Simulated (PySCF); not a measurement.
NICS in isomers of C7H8OSi.

NICS = −σ at a ghost point: NICS(0) at the centroid of the ring atoms, NICS(1) 1 Å to either side along the normal of their mean plane, zz for the tensor component along that normal. Level: GIAO PBE0/pcSseg-1 (PySCF, non-relativistic, gas phase) on the GFN2-xTB geometries, one conformer each. Atom numbers follow the mapped SMILES.

Question: Order these rings by mean NICS(1)zz, lowest (most negative) first (ppm).
A. ring C3–C4–C5–C6–O8–Si9 in `[CH:1]#[C:2][C:3]1=[CH:4][CH2:5][C:6](=[CH2:7])[O:8][SiH2:9]1`
B. ring C1–C2–C3–C4–C5–C6 in `[cH:1]1[cH:2][cH:3][c:4]2[c:5]([cH:6]1)[CH2:7][O:8][SiH2:9]2`
C. ring C2–C3–C5–C8 in `[CH2:1]=[C:2]1[C:3](=[CH2:4])[C:5]([CH:6]=[O:7])=[C:8]1[SiH3:9]`

Answer: B (-28.9), A (0.7), C (2.6).

```json
{"SMILES": "c1ccc2c(c1)CO[SiH2]2", "ring": "6-membered carbocycle; formal bonds all aromatic", "NICS(0)": "-8.0", "NICS(1)": "-11.3", "NICS(1)zz": "-28.9", "HOMA": "1.00", "rms pucker (Å)": "0.00", "ring atoms with four or more neighbours": "0"}
{"SMILES": "C#CC1=CCC(=C)O[SiH2]1", "ring": "6-membered ring with O and Si; formal bonds 1 double, 5 single", "NICS(0)": "-1.3", "NICS(1)": "-2.1", "NICS(1)zz": "0.7", "HOMA": "–", "rms pucker (Å)": "0.23", "ring atoms with four or more neighbours": "2"}
{"SMILES": "C=C1C(=C)C(C=O)=C1[SiH3]", "ring": "4-membered carbocycle; formal bonds 1 double, 3 single", "NICS(0)": "5.8", "NICS(1)": "-3.1", "NICS(1)zz": "2.6", "HOMA": "-0.71", "rms pucker (Å)": "0.00", "ring atoms with four or more neighbours": "0"}
```

NICS(0) gives the same order. The isotropic NICS(1) gives another order. HOMA uses Krygowski's 1993 parameters; it is left out where a ring has a four-coordinate atom, a triple bond, no multiple bond or a kind of bond without parameters. NICS(1) and NICS(1)zz are means over the two faces.
